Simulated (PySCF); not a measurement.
Worked example: refractive index and permittivity of the vapour

SbI3, SMILES [Sb]([I])([I])[I].

The structure is a stationary point at PBE-D3(BJ)/def2-SVP. The isomer is the one that the SMILES or the coordinates give; other isomers of the formula were not compared. The def2 effective core potentials stand for the cores of I, Sb; spin–orbit coupling is left out.

PySCF with CAM-B3LYP/def2-TZVP gives a mean static polarisability of 145.9 bohr³ and a dipole moment of 1.75 D. Take an ideal gas at 298.15 K and 1 bar, whether or not the substance is that volatile.

Problem. Work out n − 1 in the optical limit and the static ε − 1.

Solution. 
Polarisability volume α' = 145.9 × 0.148185 = 21.62 Å³. Number density N = p/kT = 2.43e-5 Å⁻³.
Dilute limit of Lorentz–Lorenz: n − 1 = 2π N α' = 0.0033.
Orientation term of Debye: μ²/(3kT) = 8.098 Å³ × μ²(D²) = 24.80 Å³.
ε − 1 = 4π N (α' + μ²/3kT) = 0.014. Orientation of the dipole supplies 53 % of the static response; it can't follow optical fields. Vibrational polarisation and dispersion are left out.
